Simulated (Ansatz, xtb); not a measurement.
# C6H7F: which of two isomers lies lower

We compare X, `CC1=CCC(F)=C1`, a singlet, with Y, `CC1=CCC=C1F`, a singlet. Both are isolated molecules in the gas phase, relaxed with B3LYP-D3(BJ)/def2-SVP.

Q: Which of the two would you expect CCSD(T)/def2-SVP + ΔMP2/def2-TZVPP electronic energies to favour?

A: Structure Y; the calculation gives E(Y) − E(X) = −1.34 kcal/mol.

Level by level:

```
                             level               geometry  E(Y) − E(X) (kcal/mol)  departure from the last row (kcal/mol)  job, with rough time for the two
                          GFN2-xTB               GFN2-xTB                     +0.26                                   +1.61              optimisation, 0.11 s
                         HF/STO-3G               GFN2-xTB                     +0.42                                   +1.76              single point, 0.32 s
                r2SCAN-D4/def2-SVP               GFN2-xTB                     −1.53                                   −0.19               single point, 3.6 s
             B3LYP-D3(BJ)/def2-SVP  B3LYP-D3(BJ)/def2-SVP                     −1.36                                   −0.02                optimisation, 25 s
                       HF/def2-SVP  B3LYP-D3(BJ)/def2-SVP                     −1.23                                   +0.11           part of the CCSD(T) run
                      MP2/def2-SVP  B3LYP-D3(BJ)/def2-SVP                     −1.45                                   −0.11           part of the CCSD(T) run
                  CCSD(T)/def2-SVP  B3LYP-D3(BJ)/def2-SVP                     −1.28                                   +0.06                      single point
CCSD(T)/def2-SVP + ΔMP2/def2-TZVPP  B3LYP-D3(BJ)/def2-SVP                     −1.34                                                        single point, 62 s
```

As drawn, both hold the same kinds of bond in the same numbers.

GFN2-xTB, HF/STO-3G find them nearly level. The largest departure from CCSD(T)/def2-SVP + ΔMP2/def2-TZVPP is that of HF/STO-3G, 1.76 kcal/mol. The last row adds to CCSD(T) the change of the MP2 difference between the two basis sets, here −0.06 kcal/mol.

With thermal terms from frequencies at re-optimised GFN2-xTB minima (ideal gas, soft modes damped towards free rotors, one conformer each, 298.15 K, 1 atm): the zero-point term adds −0.05 kcal/mol; ΔH is −1.38 and ΔG −1.46 kcal/mol.

The correlated steps freeze 7 core orbitals. Programs: Ansatz 0.2.0, xtb 6.7.1; the last row on 4 threads of Arm Neoverse V1 on a shared host.
